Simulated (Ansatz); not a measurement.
Vertical singlet–triplet gap (eV) of eight silicon and germanium compounds: PBE beside CAM-B3LYP, computed with Ansatz (an electronic-structure program) for isolated molecules in the bases named; differences from unrounded values. The eight are the first of their class met in an unordered collection, after screening for sound electronic states; none was chosen by its value. Functionals give these values as differences of separate SCF runs (ΔSCF), EOM-CCSD as a root; each molecule has one DFT geometry for both levels.

```json
[
 {"molecule": "C3H8O2Si, SMILES OC[SiH]1COC1", "basis": "def2-SVPD", "CAM-B3LYP": "6.05"},
 {"molecule": "C2H7NOSi, SMILES OC/C=N/[SiH3]", "basis": "def2-TZVPD", "CAM-B3LYP": "3.60"},
 {"molecule": "Si(Cl)3(NH2) (Cl3H2NSi), SMILES [Si](N)(Cl)(Cl)Cl", "basis": "def2-SVPD", "CAM-B3LYP": "6.76"},
 {"molecule": "C2H8ClNSi2, SMILES N(=C\\[Si@@H](Cl)C)/[SiH3]", "basis": "def2-SVPD", "CAM-B3LYP": "2.90"},
 {"molecule": "[(E)-but-2-enyl]silane (C4H10Si), SMILES C/C=C/C[SiH3]", "basis": "def2-SVPD", "CAM-B3LYP": "4.12"},
 {"molecule": "C2H5NO2Si, SMILES O[Si@@H]1C=NCO1", "basis": "def2-TZVPD", "CAM-B3LYP": "3.70"},
 {"molecule": "disilanylformaldehyde (CH6OSi2), SMILES O=C[SiH2][SiH3]", "basis": "def2-SVPD", "CAM-B3LYP": "2.54"},
 {"molecule": "Ge(H)(OH)(NH2)2 (GeH6N2O), SMILES [NH2][GeH]([NH2])[OH]", "basis": "def2-SVPD", "CAM-B3LYP": "6.32"}
]
```

Problem. Estimate the PBE values and say how PBE differs from CAM-B3LYP over the set. (An estimate is asked for; the answer gives what the named calculation found.)

Solution. 
```csv
molecule,PBE,difference
"C3H8O2Si, SMILES OC[SiH]1COC1",5.08,-0.97
"C2H7NOSi, SMILES OC/C=N/[SiH3]",3.46,-0.15
"Si(Cl)3(NH2) (Cl3H2NSi), SMILES [Si](N)(Cl)(Cl)Cl",5.92,-0.85
"C2H8ClNSi2, SMILES N(=C\[Si@@H](Cl)C)/[SiH3]",2.78,-0.12
"[(E)-but-2-enyl]silane (C4H10Si), SMILES C/C=C/C[SiH3]",4.11,-0.01
"C2H5NO2Si, SMILES O[Si@@H]1C=NCO1",3.51,-0.19
"disilanylformaldehyde (CH6OSi2), SMILES O=C[SiH2][SiH3]",2.46,-0.08
"Ge(H)(OH)(NH2)2 (GeH6N2O), SMILES [NH2][GeH]([NH2])[OH]",5.63,-0.69
```
PBE lies below CAM-B3LYP in 8 and above it in 0 of the eight; the mean signed difference is -0.38 and the largest -0.97 eV.
